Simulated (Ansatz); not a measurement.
Computed with Ansatz on PBE0-D4/def2-TZVP structures; ΔE is electronic, products minus reactants. CBS: MP2 limit from def2 TZ/QZ plus the TZ coupled-cluster correction, frozen cores. This one scheme is used for every species. Functionals use def2-TZVPP. B3LYP here is the variant with VWN-RPA as its local correlation; programs differ in this. For Ti outer-core shells are correlated without core-valence functions, which leaves a few kJ/mol of doubt a bond. Scalar relativity is left out up to krypton. One conformer a species, not always the lowest.

`CC1=CC(C(F)(F)F)=[O+][Ti-]([F])([Cl])([Cl])[O]1` + H₂O → `CC1=CC(C(F)(F)F)=[O+][Ti-]([OH])([F])([Cl])[O]1` + HCl  (formal hydrolysis of a Ti–Cl bond)

```tsv
level	ΔE (kJ/mol)	difference from CCSD(T)/CBS
LDA (SPW92)	11.6	-1.3
revPBE-D4	16.5	3.6
r2SCAN-D4	14.1	1.2
B3LYP-D4	12.1	-0.8
r2SCANh-D4	13.9	1.0
B2PLYP	11.6	-1.3
B3LYP	8.7	-4.2
RPA@PBE/def2-TZVPP	4.9	-8.0
CCSD/def2-SVP	-15.8	-28.7
CCSD/CBS(def2)	7.6	-5.3
CCSD(T)/CBS	12.9	0
```

Largest T1 diagnostic among the species: 0.021, so the coupled-cluster value is less sure than usual.

Leaving LDA and LC-ωPBE aside and taking each functional with its dispersion term where it has one, the values, not all of them listed here, spread over 13.3 kJ/mol, from CAM-B3LYP-D4 to revPBE-D4. The D4 term adds +3.4 kJ/mol with B3LYP and +1.8 kJ/mol with PBE0; it sums over pairs of atoms, weighted by their polarisabilities, and B3LYP, whose exchange is more repulsive, gets the larger term. At CCSD(T), def2-SVP lies −22.2 kJ/mol from the extrapolated value and def2-TZVPP −6.4 kJ/mol.
